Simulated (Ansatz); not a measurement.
Relaxation of F$_{3}$H$_{2}$NSi (7 atoms, charge 0, multiplicity 1), to a largest force component of 0.02 eV/Å in at most 40 steps.

Computed with Ansatz 0.2.0, RKS B3LYP/def2-SVP.

```xyz
7
Properties=species:S:1:pos:R:3
Si 0.000 0.000 0.000
F 0.000 0.000 1.590
N 1.716 0.000 -0.606
H 2.215 -0.918 -0.787
H 2.217 0.918 -0.778
F -0.749 1.297 -0.529
F -0.749 -1.297 -0.529
```

Task: Where does it end, and by what steps?

Result: The forces met the threshold. After 6 steps the energy has fallen by 0.411 eV; N3 moved furthest, 0.09 Å.

```
step  energy less start (eV)  largest force component (eV/Å)  accepted
   0                  0.0000                           3.993       yes
   1                 -0.3197                           2.278       yes
   2                 -0.3993                           0.315       yes
   3                 -0.4073                           0.106       yes
   4                 -0.4091                           0.062       yes
   5                 -0.4097                           0.036       yes
   6                 -0.4108                           0.018       yes
```

```xyz
7
Properties=species:S:1:pos:R:3
Si 0.078 0.000 -0.027
F -0.032 0.000 1.578
N 1.640 0.000 -0.656
H 2.186 -0.847 -0.762
H 2.189 0.846 -0.755
F -0.706 1.315 -0.508
F -0.705 -1.315 -0.510
```

The run took 18 s on 2 threads of Intel(R) Xeon(R) Platinum 8259CL CPU @ 2.50GHz (Skylake/Cascade Lake), on a shared host, peak memory 0.18 GiB.
